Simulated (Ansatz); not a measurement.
A nudged elastic band was laid between two geometries of FH3O3Si + H2 (10 atoms, charge 0, multiplicity 1).

Computed with RHF/6-31G* (Ansatz 0.2.0).

```
movable images  : 7
climbing image  : yes
spring          : 5.0 eV/Å²
optimiser       : quadratic models (default)
start path      : through a guess of the saddle point
force threshold : 0.05 eV/Å
iteration limit : 60
end points      : relaxed
```

Initial state:

```xyz
10
Properties=species:S:1:pos:R:3
Si -0.266 -0.394 -0.289
F 0.157 0.140 1.137
O 0.985 -0.481 -1.312
H 1.503 -1.274 -1.318
O -1.338 0.675 -0.857
H -1.370 0.820 -1.792
O -0.837 -1.903 -0.093
H -1.461 -2.076 0.598
H 1.754 2.931 2.631
H 1.403 2.360 2.341
```

Final state:

```xyz
10
Properties=species:S:1:pos:R:3
Si 0.890 0.111 -0.060
F -2.051 0.081 1.674
O 1.329 -0.454 -1.523
H 0.908 -1.242 -1.841
O -0.457 1.085 -0.171
H -0.450 1.794 -0.800
O 0.444 -1.097 0.922
H -0.363 -1.006 1.419
H 2.015 0.899 0.431
H -1.735 0.627 0.997
```

(1) Which bonds break or form, and what moves?

(2) Give the energies along the band, and the barrier.

(3) What is the geometry of the highest image?

The band took 35 iterations and of the order of 11 core-minutes.

Answers

(1) Bonds broken: Si1–F2, H9–H10. Bonds formed: Si1–H9, F2–H10. FH3O3Si + H2 becomes FH + H4O3Si.

(2) The run converged. The highest image is number 4 of 0 to 8, 3.52 eV above the first end and 2.31 eV above the last; the last end lies 1.22 eV above the first. Neighbouring images differ by up to 2.8 eV, so the band resolves the path poorly. A vibrational analysis at the climbing image gives one clearly imaginary mode, 1443i cm⁻¹: a first-order saddle point. The orbitals stay closed-shell, which can raise the energy where a bond breaks towards radicals; this wasn't checked here.

```json
{"image": "0", "path coordinate (Å)": "0.00", "energy (eV)": "0.00", "Si1–F2 (Å)": "1.58", "H9–H10 (Å)": "0.73", "Si1–H9 (Å)": "4.86"}
{"image": "1", "path coordinate (Å)": "1.47", "energy (eV)": "0.00", "Si1–F2 (Å)": "1.58", "H9–H10 (Å)": "0.73", "Si1–H9 (Å)": "4.45"}
{"image": "2", "path coordinate (Å)": "2.95", "energy (eV)": "0.06", "Si1–F2 (Å)": "1.59", "H9–H10 (Å)": "0.73", "Si1–H9 (Å)": "3.70"}
{"image": "3", "path coordinate (Å)": "4.42", "energy (eV)": "0.75", "Si1–F2 (Å)": "1.61", "H9–H10 (Å)": "0.72", "Si1–H9 (Å)": "2.67"}
{"image": "4", "path coordinate (Å)": "5.90", "energy (eV)": "3.52", "Si1–F2 (Å)": "2.01", "H9–H10 (Å)": "0.92", "Si1–H9 (Å)": "1.66"}
{"image": "5", "path coordinate (Å)": "7.27", "energy (eV)": "1.66", "Si1–F2 (Å)": "2.90", "H9–H10 (Å)": "1.96", "Si1–H9 (Å)": "1.48"}
{"image": "6", "path coordinate (Å)": "8.65", "energy (eV)": "1.42", "Si1–F2 (Å)": "3.09", "H9–H10 (Å)": "2.55", "Si1–H9 (Å)": "1.46"}
{"image": "7", "path coordinate (Å)": "10.03", "energy (eV)": "1.24", "Si1–F2 (Å)": "3.22", "H9–H10 (Å)": "3.31", "Si1–H9 (Å)": "1.46"}
{"image": "8", "path coordinate (Å)": "11.41", "energy (eV)": "1.22", "Si1–F2 (Å)": "3.41", "H9–H10 (Å)": "3.80", "Si1–H9 (Å)": "1.46"}
```

(3) 
```xyz
10
Properties=species:S:1:pos:R:3
Si 0.157 0.069 -0.156
F -0.895 0.605 1.470
O 1.460 -0.096 -1.120
H 1.843 -0.961 -1.159
O -0.822 1.032 -1.003
H -1.572 1.375 -0.537
O -0.166 -1.464 0.267
H -0.824 -1.585 0.937
H 1.072 0.907 0.941
H 0.278 0.917 1.408
```

The run took 11 min on 1 thread of Arm Neoverse N1, with other jobs on the host, peak memory 0.16 GiB.
